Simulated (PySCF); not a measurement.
Atomic charges against the basis set

Species: C5H10O2.
Structure used (PBE0-D3(BJ)/def2-SVP), in Å, numbered top down from 1:
```xyz
17
C5H10O2 angstrom
C     -0.5040    1.3046   -0.7346
C     -0.4069   -0.0683   -0.0781
C     -0.9334   -1.1553   -1.0245
C     -1.2005   -0.0940    1.2346
C      1.0548   -0.3626    0.2281
O      1.9860    0.3551   -0.0279
O      1.2200   -1.5481    0.8361
H     -0.1070    2.0888   -0.0744
H      0.0723    1.3391   -1.6699
H     -1.5552    1.5380   -0.9619
H     -0.3754   -1.1613   -1.9736
H     -1.9924   -0.9637   -1.2566
H     -0.8534   -2.1527   -0.5698
H     -1.1332   -1.0765    1.7224
H     -2.2608    0.1210    1.0308
H     -0.8310    0.6674    1.9388
H      2.1730   -1.6453    0.9835
```

PBE0 throughout (PySCF), one geometry, spherical d and f functions. Isolated species at its PBE0-D3(BJ)/def2-SVP geometry (one conformer only). Atoms taken as equivalent share a column and are averaged.

Mulliken charges (e):

| basis | functions | C1/C3/C4 | C2 | C5 | O6 | O7 | H8 (×9) | H17 |
| --- | --- | --- | --- | --- | --- | --- | --- | --- |
| STO-3G | 45 | -0.230 | +0.012 | +0.232 | -0.249 | -0.260 | +0.080 | +0.231 |
| pcSseg-0 | 83 | -0.488 | -0.765 | +0.807 | -0.485 | -0.599 | +0.236 | +0.382 |
| 6-31G | 83 | -0.462 | -0.122 | +0.530 | -0.415 | -0.570 | +0.174 | +0.396 |
| 6-31G* | 118 | -0.516 | -0.079 | +0.612 | -0.448 | -0.607 | +0.182 | +0.431 |
| cc-pVDZ | 148 | +0.012 | -0.444 | +0.282 | -0.252 | -0.178 | +0.044 | +0.155 |
| def2-SVP | 148 | +0.019 | -0.468 | +0.254 | -0.236 | -0.203 | +0.046 | +0.188 |
| pcSseg-1 | 169 | -0.156 | -0.662 | +0.569 | -0.403 | -0.361 | +0.121 | +0.237 |
| 6-311+G(2d,p) | 249 | -0.550 | +0.371 | +0.428 | -0.504 | -0.407 | +0.160 | +0.319 |
| aug-cc-pVDZ | 251 | +1.112 | -2.466 | +0.885 | -0.579 | -0.527 | -0.091 | +0.174 |
| def2-TZVP | 277 | -0.385 | +0.081 | +0.259 | -0.310 | -0.375 | +0.131 | +0.327 |

IAO charges (e):

```json
{"basis": "STO-3G", "functions": "45", "C1/C3/C4": "-0.385", "C2": "-0.033", "C5": "+0.266", "O6": "-0.257", "O7": "-0.297", "H8 (×9)": "+0.134", "H17": "+0.273"}
{"basis": "pcSseg-0", "functions": "83", "C1/C3/C4": "-0.410", "C2": "-0.022", "C5": "+0.474", "O6": "-0.433", "O7": "-0.453", "H8 (×9)": "+0.145", "H17": "+0.359"}
{"basis": "6-31G", "functions": "83", "C1/C3/C4": "-0.428", "C2": "+0.016", "C5": "+0.471", "O6": "-0.438", "O7": "-0.466", "H8 (×9)": "+0.148", "H17": "+0.366"}
{"basis": "6-31G*", "functions": "118", "C1/C3/C4": "-0.408", "C2": "+0.008", "C5": "+0.526", "O6": "-0.463", "O7": "-0.481", "H8 (×9)": "+0.141", "H17": "+0.367"}
{"basis": "cc-pVDZ", "functions": "148", "C1/C3/C4": "-0.408", "C2": "+0.011", "C5": "+0.522", "O6": "-0.456", "O7": "-0.481", "H8 (×9)": "+0.140", "H17": "+0.369"}
{"basis": "def2-SVP", "functions": "148", "C1/C3/C4": "-0.397", "C2": "+0.004", "C5": "+0.520", "O6": "-0.457", "O7": "-0.477", "H8 (×9)": "+0.137", "H17": "+0.368"}
{"basis": "pcSseg-1", "functions": "169", "C1/C3/C4": "-0.406", "C2": "+0.003", "C5": "+0.527", "O6": "-0.466", "O7": "-0.485", "H8 (×9)": "+0.141", "H17": "+0.371"}
{"basis": "6-311+G(2d,p)", "functions": "249", "C1/C3/C4": "-0.421", "C2": "+0.008", "C5": "+0.536", "O6": "-0.474", "O7": "-0.496", "H8 (×9)": "+0.145", "H17": "+0.380"}
{"basis": "aug-cc-pVDZ", "functions": "251", "C1/C3/C4": "-0.419", "C2": "+0.010", "C5": "+0.534", "O6": "-0.472", "O7": "-0.496", "H8 (×9)": "+0.145", "H17": "+0.379"}
{"basis": "def2-TZVP", "functions": "277", "C1/C3/C4": "-0.421", "C2": "+0.007", "C5": "+0.540", "O6": "-0.474", "O7": "-0.496", "H8 (×9)": "+0.145", "H17": "+0.378"}
```

Some averages cover members that differ in this geometry, most widely: C1/C3/C4, Mulliken in def2-TZVP -0.399 to -0.359; C1/C3/C4, Mulliken in def2-SVP +0.007 to +0.043; H8 (×9), Mulliken in 6-31G +0.157 to +0.190; C1/C3/C4, Mulliken in 6-311+G(2d,p) -0.571 to -0.539 e.

Question: Which scheme is steadiest as the basis changes?

Answer: Largest range over the bases for any column: IAO 0.27 e, Mulliken 2.84 e. IAO charges move least and Mulliken charges most, counted in e. Without the minimal STO-3G basis the ranges are IAO 0.07, Mulliken 2.84 e.

Question: How much do the charges still move between the two largest bases, aug-cc-pVDZ and def2-TZVP?

Answer: At most, over all atoms: Mulliken 2.546 e, IAO 0.006 e.

Question: What do the same runs give for the total energy, the frontier levels and the dipole moment?

Answer: 
| basis | energy (Eh) | HOMO (eV) | LUMO (eV) | μ (D) |
| --- | --- | --- | --- | --- |
| STO-3G | -342.2072 | -4.19 | 3.90 | 0.96 |
| pcSseg-0 | -345.8217 | -8.02 | 0.25 | 1.48 |
| 6-31G | -346.5163 | -7.78 | 0.34 | 1.53 |
| 6-31G* | -346.6216 | -7.58 | 0.68 | 1.57 |
| cc-pVDZ | -346.6530 | -7.61 | 0.64 | 1.57 |
| def2-SVP | -346.3803 | -7.76 | 0.52 | 1.60 |
| pcSseg-1 | -346.5965 | -7.91 | 0.34 | 1.70 |
| 6-311+G(2d,p) | -346.7376 | -7.94 | 0.17 | 1.75 |
| aug-cc-pVDZ | -346.6784 | -7.90 | -0.16 | 1.76 |
| def2-TZVP | -346.7651 | -7.89 | 0.31 | 1.72 |

The dipole is fixed by the density alone, so its range of 0.80 D shows that the density itself changes with the basis, not only its division among atoms.
